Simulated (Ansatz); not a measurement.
Diatomic AlMo, multiplicity 8 (an upper state: multiplicity 6 came lower at CCSD(T)/def2-TZVPP on PBE0 minima). No spin–orbit coupling.

Seven points along R, fitted to fifth degree in 1/R; most abundant isotopes. Runs in def2 and cc sets follow the lowest solution found near the PBE0 minimum.

Correlated levels freeze the inner cores; with def2 sets outer-core shells near the valence are correlated too.

Run with Ansatz (an electronic-structure program). Values without a source in brackets are computed. In def2 rows elements past Kr take small-core potentials, without spin–orbit coupling.

Question: What bond length and harmonic frequency does wB97X-V/def2-TZVPP give?

Answer: r_e = 2.715 Å, ω_e = 216 cm⁻¹.

Question: What bond length and harmonic frequency does CCSD/def2-TZVPP give?

Answer: r_e = 2.736 Å, ω_e = 205 cm⁻¹.

Question: What bond length and harmonic frequency does CCSD(T)/def2-TZVPP give?

Answer: r_e = 2.707 Å, ω_e = 218 cm⁻¹.
